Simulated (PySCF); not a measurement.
CH3BrCdS, SMILES [Cd]([S]C)[Br].

Geometry optimised at B3LYP-D3(BJ)/def2-SVP. The structure was generated by enumeration; whether it is a known compound was not checked. The def2 effective core potentials stand for the cores of Cd; spin–orbit coupling is left out. One conformer was computed; it need not be the lowest.

Method: IEF-PCM-M06-2X/def2-SVP in PySCF.

The values are the electrostatic part of the solvation free energy, E(continuum) − E(gas) at the gas-phase geometry, in a cavity of scaled van der Waals radii (PySCF's table); cavitation and dispersion terms are not included. A continuum can't describe solvent molecules that bind to the metal. In vacuum the orbital gap is 6.95 eV. The dipole moment in vacuum is 2.15 D.

```json
[
 {"solvent": "water", "ε": "78.36", "ΔG(elec) (kcal/mol)": "-17.2", "dipole (D)": "2.43", "gap (eV)": "7.41"},
 {"solvent": "dimethylsulfoxide", "ε": "46.83", "ΔG(elec) (kcal/mol)": "-17.0", "dipole (D)": "2.43", "gap (eV)": "7.40"},
 {"solvent": "1-octanol", "ε": "9.86", "ΔG(elec) (kcal/mol)": "-14.6", "dipole (D)": "2.41", "gap (eV)": "7.33"}
]
```
